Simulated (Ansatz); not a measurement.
Ideal-gas functions of `O=C=N[SiH2]` radical at 298.15 K and 1 bar, from an Ansatz frequency run at PBE0-D4/def2-TZVP.

Molar mass 72.12 g/mol, point group Cs (symmetry number 1), electronic degeneracy 2, moments of inertia 4.505, 195.643, 197.215 u Å². Harmonic wavenumbers (cm⁻¹, unscaled): 43, 99, 607, 631, 640, 704, 740, 921, 1512, 2198, 2230, 2416.

Use S(trans) = R[1.5 ln M + 2.5 ln T − 1.1517]; rotational temperatures θ = 24.2544 K / I; S(rot) = R[ln(√π/σ · √(T³/θAθBθC)) + 1.5]; for each mode x = 1.438777 ν̃/T, S = R[x/(eˣ − 1) − ln(1 − e⁻ˣ)] and H = RT x/(eˣ − 1); 1 cm⁻¹ = 0.0119627 kJ/mol; R = 8.31446 J/(mol·K).

By hand: the entropy, in J/(mol·K).

Translation 162.2. Rotation: θ = 5.3839, 0.124, 0.123 K, giving 98.7. Vibration, mode by mode: 21.40, 14.53, 1.83, 1.67, 1.61, 1.26, 1.10, 0.54, 0.05, 0.00, 0.00, 0.00, in all 44.0. Electronic 5.8. Sum 310.7 J/(mol·K).

By hand: H − E and G − E in kJ/mol, counted from the electronic energy.

Zero-point energy ½ × 12741 × 0.0119627 = 76.2; thermal vibration 6.0; translation, rotation and pV give 4 RT = 9.9. H − E = 92.1 kJ/mol, and G − E = 92.1 − 298.15 × 310.7/1000 = -0.5 kJ/mol.

Vibration gives 14 % of the entropy, 35.9 J/(mol·K) of it from the modes under 150 cm⁻¹: soft modes count most, and the harmonic formula is weakest for them.
